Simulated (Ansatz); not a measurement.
Reaction (redistribution): `[O]=[Ta]([OH])([F])[F]` + `CO[SiH](C)F` → `C[O][Ta](=[O])([F])[F]` + `C[SiH](O)F`

Computed with Ansatz on PBE0-D4/def2-TZVP structures; ΔE is electronic, products minus reactants. CCSD(T)/CBS is the MP2 limit (def2-TZVPP, def2-QZVPP) plus CCSD(T) − MP2 in def2-TZVPP, frozen cores. Functionals use def2-TZVPP. B3LYP here is the variant with VWN-RPA as its local correlation; programs differ in this. Elements past krypton have def2 core potentials. For Ta outer-core shells are correlated without core-valence functions, which leaves a few kJ/mol of doubt a bond. Each species was taken in one conformer, which may not be the lowest.

`[O]=[Ta]([OH])([F])[F]`:

```xyz
6

O    -1.780    0.213    0.015
Ta   -0.177   -0.334   -0.236
O     0.993    0.858    0.643
F    -0.020   -2.053    0.501
F     0.164   -0.332   -2.081
H     0.820    1.648    1.157
```

`CO[SiH](C)F`:

```xyz
12

C    -0.878   -0.994    1.674
O    -0.676   -0.549    0.351
Si    0.515    0.459   -0.116
C     0.448    0.619   -1.950
F     0.297    1.900    0.551
H    -1.525   -1.873    1.645
H     0.067   -1.273    2.154
H    -1.363   -0.221    2.276
H     1.817   -0.023    0.412
H    -0.532    0.984   -2.267
H     0.623   -0.349   -2.426
H     1.207    1.320   -2.305
```

`C[O][Ta](=[O])([F])[F]`:

```xyz
9

C     0.463   -0.930    1.220
O     0.214    0.268    0.525
Ta   -0.416    0.935   -1.102
O    -0.830   -0.422   -2.067
F    -1.965    1.966   -0.822
F     0.942    1.900   -1.975
H     0.193   -1.795    0.607
H     1.524   -0.983    1.474
H    -0.124   -0.939    2.140
```

`C[SiH](O)F`:

Z-matrix (Å, degrees):
```
C
Si 1 1.851
H 1 1.093 2 110.5
H 1 1.093 2 110.6 3 -119.8
H 1 1.093 2 111.4 3 119.7
O 2 1.634 1 113.2 3 179.7
F 2 1.601 1 107.2 3 -59.2
H 2 1.477 1 113.7 3 59.6
H 6 0.958 2 119.0 1 51.4
```

| level | ΔE (kcal/mol) | difference from CCSD(T)/CBS |
| --- | --- | --- |
| revPBE-D4 | -1.7 | 0.5 |
| B97M-V | -1.7 | 0.5 |
| ωB97X-V | -1.6 | 0.6 |
| B2PLYP | -2.5 | -0.3 |
| r2SCAN | -2.0 | 0.2 |
| B3LYP | -2.2 | 0.0 |
| LC-ωPBE | -1.6 | 0.6 |
| RPA@PBE/def2-TZVPP | -2.3 | -0.1 |
| CCSD/def2-SVP | -2.6 | -0.4 |
| CCSD(T)/def2-SVP | -2.8 | -0.6 |
| SCS-MP2/def2-TZVPP | -2.7 | -0.5 |
| CCSD/def2-TZVPP | -2.3 | -0.1 |
| CCSD(T)/def2-TZVPP | -2.5 | -0.3 |
| MP2/def2-QZVPP | -2.8 | -0.6 |
| SCS-MP2/def2-QZVPP | -2.5 | -0.3 |
| HF/CBS(def2) | -1.7 | 0.5 |
| CCSD(T)/CBS | -2.2 | 0 |

What do rigid-rotor, harmonic-oscillator terms from PBE0-D4/def2-TZVP frequencies (298.15 K, 1 bar) make of the CCSD(T)/CBS value? (An estimate is asked.)

The calculation gave: ΔZPE = +0.1 kcal/mol, ΔH = -2.1 kcal/mol, ΔS = 2 J/(mol·K), ΔG = -2.2 kcal/mol.

Largest T1 diagnostic among the species: 0.020.

Leaving LDA and LC-ωPBE aside and taking each functional with its dispersion term where it has one, the values, not all of them listed here, spread over 1.0 kcal/mol, from B2PLYP to ωB97M-V. In def2-TZVPP, CCSD(T) changes the Hartree–Fock value by −0.9 kcal/mol (the triples alone add −0.3 kcal/mol) and MP2 by −1.3 kcal/mol.
